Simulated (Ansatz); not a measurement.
Basis-set series for CH4BOSb, SMILES `[BH]1C[O][SbH]1`. The species carries charge 0 and has multiplicity 1. Sb takes the def2 core potential. The structure was optimised at the PBE0-D4/def2-TZVP level.

```csv
functional,basis,functions,energy (Eh),HOMO (eV),LUMO (eV)
PBE0-D4,def2-SVP,88,-380.50838,-6.86,-1.85
PBE0-D4,def2-QZVPP,373,-380.69559,-6.91,-1.93
ωB97M-V,def2-SVP,88,-380.55914,-8.90,0.20
ωB97M-V,def2-QZVPP,373,-380.75312,-8.96,0.00
```

Q: Give the rows for def2-TZVPP. (Estimate.)

A: Ansatz gave: 
```csv
functional,basis,functions,energy (Eh),HOMO (eV),LUMO (eV)
PBE0-D4,def2-TZVPP,199,-380.68490,-6.89,-1.90
ωB97M-V,def2-TZVPP,199,-380.74274,-8.95,0.06
```

Positive LUMOs are unbound and depend on the basis.
